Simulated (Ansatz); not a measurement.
Process, species as SMILES: C[Si](F)(Cl)N[SiH3] + N (NH3) + 3 [SiH4] (SiH4) -> C[SiH3] [methylsilane] + F[SiH3] [fluorosilane] + 2 N[SiH3] + [SiH3]Cl
Each molecule is optimised on its own at B3LYP-D3(BJ)/def2-TZVP (Ansatz, a first-principles code), one conformer each, not searched for the lowest.

Quantity: bond separation energy (electronic energy difference), in eV. Correlated levels leave the core frozen unless marked. Spin-orbit coupling is left out. No relativistic terms. CBS marks a two-point X^-3 extrapolation of the correlation energy; Hartree-Fock from the larger set. The bracket is a focal-point correction in the basis named.

```tsv
level	program	bond separation energy (eV)
SVWN5/def2-TZVPD	Ansatz	[?]
PBE0-D3(BJ)/def2-TZVPD	Ansatz + dftd3	0.80
PBE0/def2-TZVPD	Ansatz	0.72
r2SCAN0/def2-TZVPD	Ansatz	0.78
HSE06-D3(BJ)/def2-TZVPD	Ansatz + dftd3	0.80
HSE06/def2-TZVPD	Ansatz	0.72
wB97M-V/def2-TZVPD	Ansatz	[?]
wB97X/def2-TZVPD	Ansatz	[?]
B2PLYP/def2-TZVPD	Ansatz	[?]
SCS-MP2/aug-cc-pV(D+d)Z	Ansatz	0.83
RI-MP2/CBS(cc-pV(T+d)Z,cc-pV(Q+d)Z)+[CCSD(T)-MP2]/cc-pV(T+d)Z	Ansatz	0.78
```

Question: Complete the blanks.

Answer: 
- SVWN5/def2-TZVPD, bond separation energy (eV): 0.88
- wB97M-V/def2-TZVPD, bond separation energy (eV): 0.81
- wB97X/def2-TZVPD, bond separation energy (eV): 0.73
- B2PLYP/def2-TZVPD, bond separation energy (eV): 0.71
